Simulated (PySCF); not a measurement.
A search over the determinants of BeSn

Unrestricted PBE0; basis Be aug-cc-pVDZ, Sn aug-cc-pVDZ-PP with ECP28; scalar-relativistic core potentials; PySCF 2.14. Outer shells of the fragments: Be 2s2; Sn 4d10 5s2 5p2.

Followed along the bond (rough minima from three points):

```csv
2Ms+1,unpaired,⟨S²⟩ at the start,R at minimum (Å),Te (eV)
3,π ↑↑,2.09,2.36,0.00
1,π ↑↓,1.01,2.35,0.23
3,"σ ↑, π ↑",2.00,2.56,0.42
1,"σ ↓, π ↑",1.01,2.54,0.50
1,none,0.00,2.36,0.86
```

Solutions found at the starting distance of 2.310 Å, counted from the lowest of them; the search is not exhaustive and high or unbound solutions are not listed, so other states can lie among these:

```
2Ms+1    unpaired   term  E (eV)  ⟨S²⟩  ⟨Lz²⟩  μ (D)
    3        π ↑↑    ³Σ⁻    0.00  2.09   0.00  -1.17
    1        π ↑↓  mixed    0.22  1.01   2.01  -1.27
    3    σ ↑, π ↑     ³Π    0.58  2.00   1.00   0.94
    1    σ ↓, π ↑  mixed    0.65  1.01   1.00   0.89
    1        none  mixed    0.86  0.00   2.00  -1.22
    3  σ ↑↑, π ↑↓  mixed    1.71  3.01   2.01   0.98
    1  σ ↓↓, π ↑↑  mixed    1.91  2.01   0.00   0.53
    3    σ ↑, π ↑     ³Π    2.22  2.10   1.04  -1.32
    1    σ ↓, π ↑  mixed    2.55  1.20   1.01  -1.38
    3        π ↑↑  mixed    2.64  2.07   2.01  -0.03
```

A term symbol is given only where ⟨S²⟩ and ⟨Lz²⟩ are close to those of a pure state; real π, δ and φ orbitals otherwise mix terms. A positive dipole means Be(−)Sn(+).

Spin–orbit coupling is left out.
